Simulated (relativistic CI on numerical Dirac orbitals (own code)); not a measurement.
## The 5d ions of charge 6+

Computed by Dirac-Coulomb-Breit CI, orbitals from a KLI potential per configuration, QED by a radiative potential, valence Slater integrals scaled by 0.85 (own radial code, finite nucleus).

Each species is treated in one configuration, given outside its closed core, with all valence electrons in the open shell. Radial values are for the open shell of highest l, unscaled and averaged over j; ζ includes the Breit term. Labels give the leading LS character, summed over repeated terms.

```
 Ion  Configuration  Its lowest level  LS weight (%)    g_J  g√(J(J+1))  ⟨r⟩ (bohr)  ⟨r²⟩ (bohr²)       Next level  E (cm⁻¹)
Re⁶⁺             5d            2D_3/2            100  0.799        1.55       1.478         2.473           2D_5/2     10343
Os⁶⁺            5d2              3F_2             89  0.707        1.73       1.431         2.318             3F_3    9605.7
Ir⁶⁺            5d3            4F_3/2             81  0.493        0.95       1.386         2.175           4F_5/2    7545.3
Pt⁶⁺            5d4                 ?              ?      ?           ?           ?             ?                ?         ?
Au⁶⁺            5d5            6S_5/2             76  1.885        5.57       1.303         1.925  J = 5/2 (mixed)     18270
Hg⁶⁺            5d6              5D_4             71  1.411        6.31       1.265         1.815    J = 2 (mixed)    7428.9
```

(1) Fill in the row of Pt⁶⁺.

Results:

(1) Its lowest level 5D_0; LS weight (%) 58; g√(J(J+1)) 0.00; ⟨r⟩ (bohr) 1.343; ⟨r²⟩ (bohr²) 2.044; Next level 5D_1; E (cm⁻¹) 6995.5.
